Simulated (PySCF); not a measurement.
Hg3 at several levels of theory

Computed with PySCF 2.14.0 (density fitting, no spin-orbit coupling) at the geometry relaxed with B3LYP:

```xyz
3
Hg3 (singlet)
Hg    2.4334    0.0000    0.0000
Hg   -1.2167    2.1074    0.0000
Hg   -1.2167   -2.1074    0.0000
```

```tsv
level	basis	state	HOMO (eV)	gap (eV)	charge on Hg1 (e)	dipole about the centre of mass (D)	largest force component (eV/Å)
B3LYP	Hg def2-SVP with ECP60	singlet	-7.24	6.13	0.00	0.00	0.01
TPSSh	the same	singlet	-6.80	5.76	0.00	0.00	0.01
B3LYP	Hg def2-TZVP with ECP60	singlet	-7.25	5.91	0.00	0.00	0.01
B3LYP	Hg x2c-SVPall	singlet	-7.30	6.04	0.00	0.00	0.02
```

Charges are Mulliken's, which hang on the basis. The relaxation used the grid (50, 194), these runs (75, 302) or, all-electron (x2c bases, spin-free X2C Hamiltonian), (99, 590).

A further run in the first row's basis gives HOMO (eV) -8.49, gap (eV) 8.34, charge on Hg1 (e) 0.00, dipole about the centre of mass (D) 0.00, largest force component (eV/Å) 0.01. Which level was it?
A. M06-L
B. BP86
C. CAM-B3LYP

C. The others give HOMO -6.74 eV (BP86); -6.36 eV (M06-L).

In the first row's basis the gap widens with exact exchange: 5.2 to 5.3 eV for BP86, M06-L (none); 5.8 to 6.1 eV for TPSSh, B3LYP (a fixed share); 8.3 eV for CAM-B3LYP (rising or full at long range).

A frequency check found unstable modes (2, the lowest at -4 cm⁻¹), so the relaxed geometry is a saddle point, or these are noise.
